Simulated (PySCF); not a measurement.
ZnF, SMILES [F][Zn] (connectivity only; charge and spin as stated), neutral, multiplicity 2.

Coordinates come from a r2SCAN-D4/def2-TZVPD optimisation. The multiplicity is an assumed one; other spin states were not compared.

Two levels are set side by side: PBE/def2-TZVPD (PySCF) and PBE0/def2-TZVPD (PySCF). Same geometry, gas phase. Differences are taken from unrounded values.

| quantity | PBE0 |
|---|---|
| α-spin orbital gap (eV) | 5.87 |
| β-spin orbital gap (eV) | 6.24 |
| dipole moment (D) | 3.07 |
| mean polarisability (bohr³) | 33.1 |

Q: What does PBE give, and how far is it from PBE0? (Estimate from the structure and the level; the computed values follow.)

A: 
```csv
quantity,PBE,PBE minus PBE0
α-spin orbital gap (eV),4.31,-1.56
β-spin orbital gap (eV),3.35,-2.89
dipole moment (D),2.80,-0.27
mean polarisability (bohr³),33.6,0.4
```

Rough cost on one machine, each run with all the roots and properties that it gave: PBE0 against PBE about 1/2.
